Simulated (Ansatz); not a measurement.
Coupled-cluster diagnostics for the cluster Si2O2, Ansatz.

Geometry of the singlet (PBE0-D4/def2-TZVP):

```xyz
4

Si    0.396    1.119    0.283
Si   -0.397   -1.119   -0.284
O     0.108    0.251   -1.140
O    -0.108   -0.251    1.140
```

Correlated methods freeze 12 core orbitals. In CCSD on the charge -1 doublet the largest single amplitude is 0.36, so its Hartree–Fock determinant may place the open shell otherwise than the density functionals do. The structure comes from a short search, and lower isomers may exist.

Geometry of the charge 0 triplet (PBE0-D4/def2-TZVP):

```xyz
4

Si    1.179   -0.288    0.057
Si   -1.167    0.285   -0.056
O     0.278    1.099   -0.329
O    -0.290   -1.096    0.328
```

Geometry of the charge 0 quintet (PBE0-D4/def2-TZVP):

```xyz
4

Si    0.845   -0.786    0.203
Si   -0.845    0.786   -0.203
O    -0.744   -0.901   -0.389
O     0.744    0.901    0.389
```

**Question.** Estimate the CCSD(T) correlation energy, the shares of MP2 and (T), T1 and the reference's ⟨S²⟩ for: charge 0, singlet, own geometry in def2-TZVPP; charge 0, singlet, own geometry in def2-TZVPD; charge 0, triplet, own geometry in def2-TZVPP; charge 0, quintet, own geometry in def2-TZVPP; charge 1, doublet, vertical in def2-TZVPP; charge -1, doublet, vertical in def2-TZVPD; and the rough time on 4 threads of Arm Neoverse V1 on a shared host.

**Answer.** 
```tsv
state	basis	correlation (eV)	MP2 share (%)	(T) share (%)	T1	⟨S²⟩ (pure)	wall time	remarks
charge 0, singlet, own geometry	def2-TZVPP	-18.858	93.8	4.3	0.017	0.00 (0.00)	7.5 s	restricted SCF unstable
charge 0, singlet, own geometry	def2-TZVPD	-18.899	93.7	4.4	0.017	0.00 (0.00)	13 s	restricted SCF unstable
charge 0, triplet, own geometry	def2-TZVPP	-18.247	93.4	4.7	0.038	2.01 (2.00)	14 s	–
charge 0, quintet, own geometry	def2-TZVPP	-17.091	94.6	4.3	0.019	6.01 (6.00)	9 s	–
charge 1, doublet, vertical	def2-TZVPP	-18.303	94.4	4.8	0.020	0.80 (0.75)	26 s	flagged by the program
charge -1, doublet, vertical	def2-TZVPD	-19.546	93.0	4.8	0.063	0.79 (0.75)	64 s	large T1 (0.063)
```
Customary marks for T1 are 0.02 (closed shells), 0.045 (open shells) and about 0.05 (3d metals). T1 exceeds 0.02 in 3 of 6 rows and 0.045 in 1; the higher it lies, the less the single-reference result can be trusted.
